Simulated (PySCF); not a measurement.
CH₃BeFS. Atoms are numbered in the order given.

```xyz
7

Be     0.1073    -1.0972     0.0000
F     -0.3191    -2.4223     0.0000
S      0.7172     0.6977     0.0000
C     -0.9002     1.6007     0.0000
H     -1.4876     1.3754     0.9002
H     -0.6557     2.6714     0.0000
H     -1.4876     1.3754    -0.9002
```
Charge 0, spin multiplicity 1.

Geometry: B3LYP-D3(BJ)/def2-SVP. The values are those of a single conformer.

Level of theory: B3LYP-D3(BJ)/def2-SVP run with PySCF.

Frequencies are harmonic and unscaled.

**Question.** Estimate the vibrational spectrum. (The exact figures need the calculation; the answer reports its results.)

**Answer.** 
```
mode  ν (cm⁻¹)  IR (km/mol)  Raman (Å⁴/amu)  depolarisation  moving atoms (share of kinetic energy)
----  --------  -----------  --------------  --------------  --------------------------------------
1           74          0.0             0.1            0.75                                  H 96 %
2          108          7.1             1.6            0.69          C 37 %, F 26 %, H 17 %, S 14 %
3          287         56.8             4.7            0.75                         Be 83 %, F 12 %
4          362         53.8             2.9            0.46                          Be 79 %, F 9 %
5          483          3.0             7.5            0.09                  F 46 %, S 44 %, Be 8 %
6          686          6.9            16.8            0.24                   C 60 %, S 31 %, H 9 %
7          953          7.1             3.8            0.75                          H 85 %, C 14 %
8          972          4.7             3.6            0.45                          H 83 %, C 15 %
9         1334         47.8             2.1            0.72                          H 84 %, C 12 %
10        1397        258.0             0.6            0.22                         Be 75 %, F 19 %
11        1457          8.0            12.8            0.75                                  H 95 %
12        1461          6.0            16.7            0.75                                  H 95 %
13        3052         20.8           120.2            0.01                                  H 98 %
14        3157          3.4            59.6            0.75                          H 90 %, C 10 %
15        3159          2.0            85.4            0.71                          H 90 %, C 10 %
```
